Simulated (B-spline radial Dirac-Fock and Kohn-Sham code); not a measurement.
Elastic and transport cross sections of ytterbium for electrons

The computed values come from a radial B-spline solver: relativistic (Dirac) partial waves in the static field of the Dirac-Fock atom with Furness-McCarthy exchange, without polarisation or absorption potentials. σ_tr1 and σ_tr2 weight the cross section with 1 − P₁ and 1 − P₂ of cos θ; "backward" is the share scattered beyond 90°.

```
energy (eV)  σ (a₀²)  σ_tr1 (a₀²)  σ_tr2 (a₀²)  σ/σ_tr1  backward (%)
       1060     9.82         2.27         1.89     4.32            11
       1430     8.43         1.70         1.46     4.96           9.1
       1500     8.22         1.62         1.41     5.08           8.8
       2000     7.07         1.18         1.13     6.01           7.0
       2480     6.31        0.913        0.948     6.92           5.7
       2980        ?            ?            ?        ?             ?
       3000     5.70        0.721        0.808     7.91           4.8
       3460     5.28        0.601        0.712     8.79           4.1
       5000     4.32        0.369        0.499     11.7           2.9
       5040     4.30        0.365        0.495     11.8           2.9
       5370     4.16        0.335        0.463     12.4           2.7
```

Problem. Fill in the row for 2.98 keV.

Solution. σ = 5.72 a₀², σ_tr1 = 0.727 a₀², σ_tr2 = 0.813 a₀², σ/σ_tr1 = 7.87, backward 4.8 %. The ratio σ/σ_tr1 is roughly the number of elastic collisions that randomise the direction.
